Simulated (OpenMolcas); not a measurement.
## Ar4+: effect of the basis set

* Program: OpenMolcas
* Method: SS-CASPT2, IPEA 0.25 Eh, imaginary shift 0.1 Eh (closed shells correlated: 2s 2p)
* Active space: 4 electrons in 4 orbitals (3s 3p)
* State averaging: 2S+1 = 3 even, 6 roots; 2S+1 = 1 even, 11 roots; 2S+1 = 5 odd, 1 root; 2S+1 = 3 odd, 9 roots; 2S+1 = 1 odd, 8 roots
* Spin-orbit coupling: state interaction with AMFI integrals over the reference wave functions, term energies averaged over their components

A. ANO-R1 [4s3p1d], X2C, finite nucleus; CASPT2 step of the order of 3 core-seconds
B. ANO-RCC-VTZP [5s4p2d1f], DKH2, point nucleus; CASPT2 step of the order of 4 core-seconds
C. ANO-L-VTZP [5s4p2d1f], non-relativistic, point nucleus; CASPT2 step of the order of 4 core-seconds
D. ANO-R2 [5s4p3d1f], X2C, finite nucleus; CASPT2 step roughly 4 core-seconds
E. ANO-RCC-VQZP [6s5p3d2f1g], DKH2, point nucleus; CASPT2 step about 3 core-seconds
F. ANO-R3 [6s5p4d2f1g], X2C, finite nucleus; CASPT2 step about 7 core-seconds

Energies in cm⁻¹ above 3s² 3p² ³P₀, the measured ground level; measured values from Saloman, J. Phys. Chem. Ref. Data 39, 033101 (2010).

| Level | A | B | C | D | E | F | Measured |
| --- | --- | --- | --- | --- | --- | --- | --- |
| 3s² 3p² ³P₀ | 0.0 | 0.0 | 0.0 | 0.0 | 0.0 | 0.0 | 0.0 |
| 3s² 3p² ³P₁ | 753 | 696 | 673 | 703 | 692 | 698 | 763 |
| 3s² 3p² ³P₂ | 2010 | 1866 | 1810 | 1883 | 1851 | 1866 | 2029 |
| 3s² 3p² ¹D₂ | 17590 | 16050 | 16160 | 15970 | 15620 | 15550 | 16299 |
| 3s² 3p² ¹S₀ | 38150 | 36630 | 36840 | 36910 | 36160 | 36370 | 37912 |
| 3s 3p³ ⁵S°₂ | 75840 | 81520 | 78600 | 81930 | 82380 | 82880 |  |
| 3s 3p³ ³D°₂ | 116970 | 120040 | 117660 | 118860 | 119690 | 118490 | 121675 |
| 3s 3p³ ³D°₁ | 116980 | 120050 | 117670 | 118870 | 119700 | 118490 | 121629 |
| 3s 3p³ ³D°₃ | 117030 | 120090 | 117710 | 118910 | 119740 | 118540 | 121803 |
| 3s 3p³ ³P°₀ | 140500 | 143790 | 141330 | 142730 | 143250 | 142310 |  |
| 3s 3p³ ³P°₁ | 140520 | 143800 | 141350 | 142750 | 143270 | 142320 |  |
| 3s 3p³ ³P°₂ | 140560 | 143840 | 141380 | 142780 | 143300 | 142360 |  |
| 3s 3p³ ¹D°₂ | 174900 | 177230 | 175010 | 174440 | 176180 | 173360 | 154211 |
| 3s 3p³ ³S°₁ | 191720 | 196030 | 193550 | 192460 | 194850 | 192110 | 191537 |
| 3s 3p³ ¹P°₁ | 197500 | 200190 | 197950 | 197090 | 198720 | 196200 | 195356 |

Deviations, from unrounded energies. A percentage is the sum of absolute deviations over the sum of measured energies, with the sign that they share, or ± where signs differ.

```csv
Against measurement,Levels,A,B,C,D,E,F
mean absolute deviation (cm-1),10,3900,3900,3900,3300,3700,3300
fine structure of the ground term (%),2,-0.9,-8.2,-11.1,-7.4,-8.9,-8.2
other terms of the ground configuration (%),2,+2.8,-2.8,-2.2,-2.5,-4.5,-4.2
other configurations (%),6,±4.1,±4.1,±4.1,±3.5,±3.8,±3.3
```

D, F lie about equally close to measurement and B furthest from it. The largest miss of F in the table is 3s 3p³ ¹D°₂, by +19000 cm-1. The ranking rests on the paired levels alone, and a cruder setting can come out closer through cancelling errors.

The two smallest mean deviations differ by little beside CASPT2's spread within terms, so their order carries little weight.

Among A to F the level of the table that moves most is 3s 3p³ ⁵S°₂, by 7000 cm-1 (lowest in A, highest in F). Moves below CASPT2's spread within the term are not significant.

Term energies are means over components that CASPT2 splits; among the terms shown or strongly mixed into the levels shown the widest spread is 1400 cm-1 (3s 3p³ ¹D°, D). Over all roots computed the reference weight is 0.87 to 0.99 in A, 0.87 to 0.99 in B, 0.86 to 0.99 in C, 0.86 to 0.99 in D, 0.86 to 0.99 in E, 0.85 to 0.98 in F; the roots of lowest weight are the least certain, and an intruder state may touch them. Terms of s pⁿ other than that of highest spin mix with s² pⁿ⁻² d, which this space lacks; all of them can be thousands of cm-1 off, and some have no real level of that name. The basis is small and was not contracted for so high a charge (holds for A). Measured partners are found by configuration, term and J. A level has none where our copy of the source lacks it or the pairing is in doubt (some pairs that miss far off the trend of their configuration count as doubtful), and it then counts in no deviation. Only configurations of the active space appear. Levels that lie high or do not pair safely by name in every column are left out.

° marks odd parity.
